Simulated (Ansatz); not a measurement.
Two members of one family (Same ligands, another metal), computed with Ansatz in the gas phase. The two geometries come from different levels. HOMO and LUMO are taken over both spins. A negative affinity means that the extra electron isn't bound at that geometry and level; within about 0.2 eV of zero the sign isn't settled. Singlets are spin-restricted. The spins of the ions were chosen, not always searched. Names give formal oxidation states. A dash marks a value that wasn't run or was left out as unsound. The structures are stationary points that may keep the symmetry of their start. Remarks come from the PBE and PBE0 runs and from stability tests at other levels; not every state was tested. A HOMO above zero means that the electron is unbound at that level and held by the basis, or that self-interaction error raises the level; the energy of removing that electron tells which.

First: V(NH2)3 (triplet, charge 0, PBE-D4/def2-SVP geometry; reduced ion quartet).

```xyz
10

V     0.287   -0.225   -0.072
N    -0.168    0.894   -1.476
H    -0.915    1.599   -1.515
H     0.336    0.893   -2.372
N     1.198    0.609    1.319
H     1.821    1.413    1.170
H     0.989    0.544    2.321
N    -0.871   -1.659    0.173
H    -1.386   -2.096   -0.603
H    -1.290   -1.972    1.056
```

```tsv
level	HOMO (eV)	LUMO (eV)	gap (eV)	vertical EA (eV)
PBE-D4/def2-SVP	-3.05	-1.59	1.45	–
r2SCAN-D4/def2-TZVP	-3.98	-1.91	2.07	–
r2SCAN-D4/def2-TZVPD	-4.09	-2.03	2.06	-0.54
PBE0-D4/def2-TZVP	-5.59	-0.83	4.76	–
PBE0-D4/def2-TZVPD	-5.70	-0.97	4.73	-0.41
```

Metal–donor distances: 3 × N 1.85 to 1.86 Å. Remarks: restricted SCF unstable (singlet), HOMO above zero (-1 quartet).

Second: Cr(NH2)3 (quartet, charge 0, r2SCAN-D4/def2-SVP geometry; reduced ion quintet).

```tsv
atom	x (Å)	y (Å)	z (Å)
Cr1	0.000	0.000	0.000
N2	-1.009	1.141	1.021
H3	-1.809	1.679	0.691
H4	-0.860	1.337	2.010
N5	-0.028	-1.802	0.339
H6	0.758	-2.349	0.688
H7	-0.831	-2.416	0.207
N8	1.037	0.661	-1.360
H9	1.854	1.260	-1.242
H10	0.888	0.490	-2.354
```

**Question.** What does the change do? Estimate second minus first.

**Answer.** 
```tsv
level	Δ HOMO (eV)	Δ LUMO (eV)	Δ gap (eV)	Δ vertical EA (eV)
PBE-D4/def2-SVP	-1.27	-0.09	1.17	–
r2SCAN-D4/def2-TZVP	-1.07	-0.05	1.02	–
r2SCAN-D4/def2-TZVPD	-1.02	-0.02	1.01	0.06
PBE0-D4/def2-TZVP	-0.46	-0.09	0.37	–
PBE0-D4/def2-TZVPD	-0.44	-0.08	0.37	-0.06
```

Metal–donor distances: 3 × N 1.83 Å. Remarks: spin-contaminated (⟨S²⟩ up to 1.76) (doublet), HOMO above zero (-1 quintet), lower spin may lie lower (-1 quintet).
